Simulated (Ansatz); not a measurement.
The N6–H7 bond of CH5GeN (SMILES [CH3][Ge][NH2]) is stretched (multiplicity 1, the rest rigid).
Geometry at rest (charge 0, multiplicity 1):
```xyz
8

Ge    -0.2170    -0.0101     0.4452
C      0.7303     1.3957    -0.6510
H      0.3907     2.3968    -0.3807
H      0.5942     1.2501    -1.7247
H      1.8012     1.3407    -0.4297
N     -0.0364    -1.3548    -0.7861
H      0.4026    -1.2654    -1.6915
H     -0.3701    -2.2905    -0.6131
```

Correlated levels freeze the cores. Filled d and f shells under p-block atoms count as core.

Run with Ansatz (a first-principles code). Values without a source in brackets are computed.

FIC-MRCISD+Q on CASSCF(2,2)/cc-pVTZ, total energies (hartree):

```tsv
R (Å)	CASSCF	MRCISD	weight c² of the reference
1.010	-2170.690491	-2171.140240	0.87453
1.768	-2170.571176	-2171.013157	0.87076
3.233	-2170.514278	-2170.950175	0.86919
```

### Question
Add the Davidson correction (E_MRCISD − E_CASSCF)(1 − c²)/c² and give the energies above the first point at the three levels.

### Answer

Corrections (hartree): -0.064523, -0.065600, -0.065603. Above the first point (kcal/mol):
- R = 1.768 Å: CASSCF 74.9, MRCISD 79.7, with the correction 79.1
- R = 3.233 Å: CASSCF 110.6, MRCISD 119.3, with the correction 118.6
